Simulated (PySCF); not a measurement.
**UHF on W⁷⁰⁺ (tungsten, charge +70)**

Configuration: [He] 2s2, closed-shell 1S. Calculation: PySCF 2.14, in an uncontracted even-tempered set (17 s from 51 bohr⁻², ratio 2.2; 8 p from 78 bohr⁻², ratio 2.4; 5 d from 230 bohr⁻², ratio 2.4; 5 f from 350 bohr⁻², ratio 2.4; 4 g from 520 bohr⁻², ratio 2.4); the non-relativistic Hamiltonian (point nucleus).

```
Total energy                                     : -6729.547031 hartree
One-electron energy                              : -6844.1846 hartree
Hartree (Coulomb) energy                         : 174.6706 hartree
Exchange energy                                  : -60.0330 hartree
Kinetic energy                                   : 6729.56555 hartree
⟨S²⟩                                             : 0.0000
⟨L²⟩                                             : 0.000
Sum of ⟨r⟩                                       : 0.2063 bohr
Sum of ⟨r²⟩                                      : 0.01710 bohr²
Density at the nucleus (Gaussians lack the cusp) : 283000 bohr⁻³
```

```json
{"shell": "1s", "electrons": "2", "mean orbital energy (eV)": "-72465.6", "rms radius, mean of both spins (bohr)": "0.0235"}
{"shell": "2s", "electrons": "2", "mean orbital energy (eV)": "-17534.9", "rms radius, mean of both spins (bohr)": "0.0894"}
```

A non-relativistic calculation at this Z misses sizeable relativistic shifts.
